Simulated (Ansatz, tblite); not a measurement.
Forces on Be3Te2⁺ at its PBE-D4/def2-SVP geometry. Total charge 1; doublet.

In the def2 sets Te takes a core potential; there is no spin–orbit coupling. The xTB rows come from tblite. Another isomer (doublet) lies 1.71 eV lower at PBE0-D4/def2-TZVP; other spin states weren't run for this one.

GFN1-xTB (tblite), largest force 1.59 eV/Å:

```xyz
5
positions Å, forces eV/Å
Be   -0.070    0.898    0.724    0.019    0.243    0.410
Be    0.530   -0.793    1.841   -0.230    0.348   -0.807
Be    0.217   -1.113   -0.225    0.119   -0.455    0.081
Te    1.029    0.821   -1.430   -1.471   -0.421    0.447
Te   -1.706    0.186   -0.910    1.564    0.285   -0.131
```

GFN2-xTB (tblite), largest force 1.90 eV/Å:

```
Be -0.010 -0.298 -0.412
Be -0.304 0.456 -1.059
Be -0.123 0.492 -0.039
Te -1.411 -0.704 1.066
Te 1.848 0.054 0.444
```

PBE-D4/def2-TZVP (Ansatz), largest force 0.28 eV/Å:

```
Be 0.018 -0.176 -0.117
Be -0.045 0.070 -0.161
Be -0.036 0.200 0.061
Te -0.205 -0.102 0.155
Te 0.267 0.009 0.062
```
